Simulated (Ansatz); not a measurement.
Two members of one family ((X3Sn)2Y), computed with Ansatz in the gas phase; def2 core potentials for Sn, no spin–orbit coupling. Binding counts from free atoms in the multiplicity of their measured ground term, without zero-point energy. A dash marks a value that wasn't run or was left out as unsound. The structures are stationary points that may keep the symmetry of their start.

First: (H3Sn)2Se (singlet, charge 0, PBE0-D4/def2-SVP geometry).

```xyz
9

Sn    0.710   -0.663    1.621
H    -0.676   -1.651    1.825
H     2.049   -1.302    2.472
H     0.359    0.939    2.126
Se    1.401   -0.640   -0.828
Sn   -0.641    0.630   -1.662
H    -0.693    2.178   -0.929
H    -2.064   -0.245   -1.269
H    -0.445    0.754   -3.356
```

| level | HOMO (eV) | LUMO (eV) | gap (eV) | vertical IE (eV) | vertical triplet (eV) | binding per atom (eV) |
| --- | --- | --- | --- | --- | --- | --- |
| PBE-D4/def2-SVP | -5.57 | -1.65 | 3.92 | – | – | 2.33 |
| PBE-D4/def2-TZVPD | -5.74 | -1.88 | 3.86 | – | – | 2.35 |
| r2SCAN-D4/def2-TZVP | -5.97 | -1.52 | 4.45 | 8.60 | 4.09 | 2.38 |
| PBE0-D4/def2-SVP | -6.71 | -0.85 | 5.86 | – | – | 2.32 |
| PBE0-D4/def2-TZVP | -6.82 | -1.02 | 5.80 | 8.63 | 4.11 | 2.35 |

Second: (H3Sn)2O (singlet, charge 0, PBE0-D4/def2-SVP geometry).

Cartesian coordinates in Å:
```
Sn -0.1197 1.7674 -0.3614
H -1.3261 2.6142 0.5121
H 1.3980 1.8356 0.4466
H 0.0060 2.3170 -1.9782
O -0.6992 -0.1203 -0.4592
Sn 0.0472 -1.7796 0.3143
H 0.0549 -1.6289 2.0262
H 1.6445 -1.9879 -0.2835
H -1.0056 -3.0174 -0.2169
```

What does the change do? Estimate second minus first.


```json
{"level": "PBE-D4/def2-SVP", "Δ HOMO (eV)": "-0.53", "Δ LUMO (eV)": "0.10", "Δ gap (eV)": "0.64", "Δ vertical IE (eV)": "–", "Δ vertical triplet (eV)": "–", "Δ binding per atom (eV)": "0.17"}
{"level": "PBE-D4/def2-TZVPD", "Δ HOMO (eV)": "-0.63", "Δ LUMO (eV)": "0.02", "Δ gap (eV)": "0.64", "Δ vertical IE (eV)": "–", "Δ vertical triplet (eV)": "–", "Δ binding per atom (eV)": "0.19"}
{"level": "r2SCAN-D4/def2-TZVP", "Δ HOMO (eV)": "-0.69", "Δ LUMO (eV)": "0.04", "Δ gap (eV)": "0.72", "Δ vertical IE (eV)": "0.82", "Δ vertical triplet (eV)": "0.65", "Δ binding per atom (eV)": "0.17"}
{"level": "PBE0-D4/def2-SVP", "Δ HOMO (eV)": "-0.91", "Δ LUMO (eV)": "0.17", "Δ gap (eV)": "1.08", "Δ vertical IE (eV)": "–", "Δ vertical triplet (eV)": "–", "Δ binding per atom (eV)": "0.14"}
{"level": "PBE0-D4/def2-TZVP", "Δ HOMO (eV)": "-0.98", "Δ LUMO (eV)": "0.03", "Δ gap (eV)": "1.01", "Δ vertical IE (eV)": "0.95", "Δ vertical triplet (eV)": "0.72", "Δ binding per atom (eV)": "0.15"}
```
